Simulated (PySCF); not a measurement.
A structure optimised at PBE-D3(BJ)/def2-SVP, used in a PySCF frequency run:

```
Si
H 1 1.5040
C 1 1.8823 2 110.73
H 3 1.1077 1 111.04 2 56.83
H 3 1.1083 4 108.36 1 -121.73
H 3 1.1105 4 108.43 5 -117.56
C 1 1.8823 2 110.73 3 -125.30
H 7 1.1077 1 111.04 2 -56.83
H 7 1.1083 8 108.36 1 121.73
H 7 1.1105 8 108.43 9 117.56
I 1 2.4897 2 105.89 3 117.35
```

Q: Write its SMILES, formula and point group.

A: C[SiH](C)I, C2H7ISi, Cs

Q: What are its rotational constants (standard atomic weights)?

A: 5.2326, 1.4303, 1.2054 GHz
